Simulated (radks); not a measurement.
Spherical quantum dot in the effective-mass picture: electrons in a hard-walled sphere of radius 2.27, with a point charge +2 (a donor) at the centre, all in effective atomic units (hartree* = m*/eps^2 hartree, bohr* = eps/m* bohr), one dielectric constant everywhere. Method: non-relativistic Kohn-Sham, PBE, spin-polarised, spherical densities; computed with a radial shooting solver with Libxc functionals. Levels are named by radial order and angular momentum (1s, 1p, 1d, 2s, ...), and open shells are averaged over m. Results are scaled to m* = 0.324 and eps = 15, for which hartree* = 39.18 meV and bohr* = 2.45 nm. Each electron was tried in the lowest free levels, single moves between levels near the top were tried too, and the lowest total energy was kept; such a search can miss a lower state. At N = 1 the Hartree and exchange-correlation terms need not cancel, so that row can carry a self-interaction error.

| N | open shells | 2S | E (meV) | mu = E(N) - E(N-1) (meV) | addition energy mu(N+1) - mu(N) (meV) | e(HOMO) (meV) | rms radius (nm) |
|---|---|---|---|---|---|---|---|
| 1 | 1s(up 1, down 0) | 1 | -76.8059 | -76.806 | 47.13 | -58.166 | 1.958 |
| 2 | none | 0 | -106.479 | -29.673 | 96.55 | -13.992 | 2.169 |
| 3 | 1p(up 1, down 0) | 1 | -39.6058 | 66.873 | 22.04 | 77.552 | 2.646 |
| 4 | 1p(up 2, down 0) | 2 | 49.3106 | 88.916 | 23.23 | 100.44 | 2.875 |
| 5 | 1p(up 3, down 0) | 3 | 161.457 | 112.15 | 31.39 | 123.89 | 3.018 |
| 6 | 1p(up 3, down 1) | 2 | 304.998 | 143.54 | 21.45 | 154.01 | 3.124 |
| 7 | 1p(up 3, down 2) | 1 | 469.994 | 165.00 | 22.41 | 176.12 | 3.205 |
| 8 | none | 0 | 657.400 | 187.41 | 57.11 | 198.74 | 3.271 |
| 9 | 2s(up 1, down 0) | 1 | 901.915 | 244.51 | 31.58 | 257.37 | 3.313 |
| 10 | none | 0 | 1178.01 | 276.09 | 26.55 | 289.79 | 3.333 |
| 11 | 1d(up 1, down 0) | 1 | 1480.64 | 302.64 | 20.29 | 313.40 | 3.395 |
| 12 | 1d(up 3, down 0) 2s(up 1, down 0) | 4 | 1803.57 | 322.93 | 20.81 | 332.91 | 3.488 |
| 13 | 1d(up 4, down 0) 2s(up 1, down 0) | 5 | 2147.31 | 343.74 | 21.67 | 354.57 | 3.531 |
| 14 | 1d(up 5, down 0) 2s(up 1, down 0) | 6 | 2512.72 | 365.41 | 27.83 | 376.26 | 3.568 |
| 15 | 1d(up 5, down 0) | 5 | 2905.97 | 393.24 | 22.57 | 407.09 | 3.568 |
| 16 | 1d(up 5, down 2) 2s(up 1, down 0) | 4 | 3321.78 | 415.82 | 20.21 | 425.47 | 3.634 |
| 17 | 1d(up 5, down 3) 2s(up 1, down 0) | 3 | 3757.81 | 436.03 | 21.18 | 446.60 | 3.662 |
| 18 | 1d(up 5, down 4) 2s(up 1, down 0) | 2 | 4215.01 | 457.20 | 21.24 | 467.82 | 3.688 |
| 19 | 2s(up 1, down 0) | 1 | 4693.46 | 478.45 | 27.21 | 489.08 | 3.711 |
| 20 | none | 0 | 5199.11 | 505.65 | 67.85 | 520.04 | 3.703 |
| 21 | 1f(up 1, down 0) | 1 | 5772.61 | 573.50 | 20.72 | 583.85 | 3.730 |
| 22 | 1f(up 2, down 0) | 2 | 6366.83 | 594.22 | 20.75 | 604.59 | 3.754 |
| 23 | 1f(up 3, down 0) | 3 | 6981.80 | 614.97 | 20.78 | 625.36 | 3.777 |
| 24 | 1f(up 4, down 0) | 4 | 7617.55 | 635.75 | 20.80 | 646.15 | 3.798 |
| 25 | 1f(up 5, down 0) | 5 | 8274.10 | 656.55 | 20.81 | 666.95 | 3.818 |
| 26 | 1f(up 6, down 0) | 6 | 8951.46 | 677.36 | 20.82 | 687.77 | 3.836 |
| 27 | 1f(up 7, down 0) | 7 | 9649.63 | 698.17 | 26.60 | 708.58 | 3.853 |
| 28 | 1f(up 7, down 1) | 6 | 10374.4 | 724.78 | 20.49 | 735.01 | 3.870 |
| 29 | 1f(up 7, down 2) | 5 | 11119.7 | 745.27 | 20.53 | 755.53 | 3.885 |
| 30 | 1f(up 7, down 3) | 4 | 11885.5 | 765.80 | - | 776.08 | 3.900 |

All shells are closed at N = 2, 8, 10, 20 (there: 1s2 1p6 1d10 2s2); the second difference of the energy has clear peaks (12 % above both neighbours; the first and last values, which can be the largest, are not judged, and half-filled shells can peak too) at N = 2, 5, 8, 14, 20, 27.
